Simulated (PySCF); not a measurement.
C5H14O2Si, singlet, geometry from GFN2-xTB; BLYP-D3BJM/STO-3G (PySCF).

Here is a job for PySCF.
```python
from pyscf import gto, scf, dft

mol = gto.Mole()
mol.atom = '''
    Si    0.060404   -1.085949    0.386067
    C    -0.646616   -2.379468   -0.800382
    O    -1.007259    0.020715    0.923083
    C    -1.841906    0.893655    0.206697
    C    -2.494108    1.875339    1.169343
    O     1.272311   -0.447875   -0.492466
    C     2.079233    0.655683   -0.175197
    C     2.599716    1.293636   -1.455041
    H     0.469981   -1.579662    1.695112
    H    -0.909760   -1.951689   -1.764054
    H    -1.541725   -2.822512   -0.376000
    H     0.061829   -3.179717   -0.981232
    H    -1.257380    1.435782   -0.547428
    H    -2.610766    0.310852   -0.315516
    H    -3.072252    1.332971    1.912515
    H    -3.151048    2.549626    0.626327
    H    -1.731922    2.455769    1.682896
    H     1.506122    1.385099    0.409359
    H     2.916419    0.310854    0.443855
    H     1.768987    1.643753   -2.062742
    H     3.245487    2.134481   -1.216600
    H     3.162036    0.561888   -2.028879
'''
mol.basis = 'sto-3g'
mol.charge = 0
mol.spin = 0
mol.verbose = 4
mol.build()

mf = dft.RKS(mol)
mf.xc = 'blyp'
mf.disp = 'd3bjm'
mf.kernel()
mf.analyze()
```

It wrote (shortened):

```
PySCF version 2.14.0

[INPUT] verbose = 4
[INPUT] num. atoms = 22
[INPUT] num. electrons = 74
[INPUT] charge = 0
[INPUT] spin (= nelec alpha-beta = 2S) = 0
[INPUT] symmetry False subgroup None
[INPUT] Mole.unit = angstrom
[INPUT] Symbol           X                Y                Z      unit          X                Y                Z       unit  Magmom
[...]
nuclear repulsion = 493.254589764615
number of shells = 40
number of NR pGTOs = 174
number of NR cGTOs = 58
basis = sto-3g
ecp = {}

******** <class 'pyscf.dft.rks.RKS'> ********
method = RKS
initial guess = minao
damping factor = 0
level_shift factor = 0
DIIS = <class 'pyscf.scf.diis.CDIIS'>
diis_start_cycle = 1
diis_space = 8
diis_damp = 0
SCF conv_tol = 1e-09
SCF conv_tol_grad = None
SCF max_cycles = 50
direct_scf = True
direct_scf_tol = 1e-13
XC library pyscf.dft.libxc version 7.1.2
    S. Lehtola, C. Steigemann, M. J. T. Oliveira, and M. A. L. Marques,  SoftwareX 7, 1–5 (2018)
XC functionals = blyp
    A. D. Becke,  Phys. Rev. A 38, 3098 (1988)
    C. Lee, W. Yang, and R. G. Parr,  Phys. Rev. B 37, 785 (1988)
    B. Miehlich, A. Savin, H. Stoll, and H. Preuss,  Chem. Phys. Lett. 157, 200 (1989)
radial grids:
    Treutler-Ahlrichs [JCP 102, 346 (1995); DOI:10.1063/1.469408] (M4) radial grids

becke partition: Becke, JCP 88, 2547 (1988); DOI:10.1063/1.454033
pruning grids: <function nwchem_prune>
grids dens level: 3
symmetrized grids: False
atomic radii adjust function: <function treutler_atomic_radii_adjust>
small_rho_cutoff = 0
Set gradient conv threshold to 3.16228e-05
Initial guess from minao.
tot grids = 255248
Calc dispersion correction with DFTD3.
Parameters: xc=blyp, version=d3bjm, atm=False
init E= -631.434208444531
[...]
cycle= 1 E= -630.696690723745  delta_E= 0.738  |g|= 0.82  |ddm|= 5.59
[...]
cycle= 2 E= -630.372955426724  delta_E= 0.324  |g|= 1.37  |ddm|=  3.2
[...]
cycle= 3 E= -630.924315167997  delta_E= -0.551  |g|= 0.116  |ddm|=  2.1
[...]
cycle= 4 E= -630.927765760446  delta_E= -0.00345  |g|= 0.0571  |ddm|= 0.254
[...]
cycle= 5 E= -630.928770847689  delta_E= -0.00101  |g|= 0.007  |ddm|= 0.0875
[...]
cycle= 6 E= -630.928791621005  delta_E= -2.08e-05  |g|= 0.00132  |ddm|= 0.0155
[...]
cycle= 7 E= -630.92879222771  delta_E= -6.07e-07  |g|= 0.000291  |ddm|= 0.00242
[...]
cycle= 8 E= -630.92879225423  delta_E= -2.65e-08  |g|= 9.87e-05  |ddm|= 0.000536
[...]
cycle= 9 E= -630.92879225708  delta_E= -2.85e-09  |g|= 3.55e-05  |ddm|= 0.000188
[...]
cycle= 10 E= -630.928792257463  delta_E= -3.83e-10  |g|= 7.71e-06  |ddm|= 6.55e-05
[...]
Extra cycle  E= -630.92879225745  delta_E= 1.32e-11  |g|= 1.05e-05  |ddm|= 2.91e-05
converged SCF energy = -630.92879225745
**** SCF Summaries ****
Total Energy =                        -630.928792257449800
Nuclear Repulsion Energy =             493.254589764615105
One-electron Energy =                -1848.870056117756576
Two-electron Energy =                  724.735096656423138
Two-electron Coulomb Energy =          795.290138534251582
DFT Exchange-Correlation Energy =      -70.555041877828458
HOMO-LUMO gap [eV] =                     8.069174928198127
Empirical Dispersion Energy =           -0.048422560731412
**** MO energy ****
[...]
 ** Mulliken pop on meta-lowdin orthogonal AOs  **
 ** Mulliken pop  **
 ** Mulliken atomic charges  **
charge of    0Si =      0.75756
charge of    1C =     -0.30842
charge of    2O =     -0.28257
charge of    3C =      0.01220
charge of    4C =     -0.14584
charge of    5O =     -0.28393
charge of    6C =      0.01246
charge of    7C =     -0.14637
charge of    8H =     -0.15201
charge of    9H =      0.04534
charge of   10H =      0.04338
charge of   11H =      0.04685
charge of   12H =      0.02450
charge of   13H =      0.02573
charge of   14H =      0.05090
charge of   15H =      0.04906
charge of   16H =      0.04923
charge of   17H =      0.02652
charge of   18H =      0.02716
charge of   19H =      0.04782
charge of   20H =      0.04919
charge of   21H =      0.05123
Dipole moment(X, Y, Z, Debye): -0.13435,  0.54401, -0.31759
```
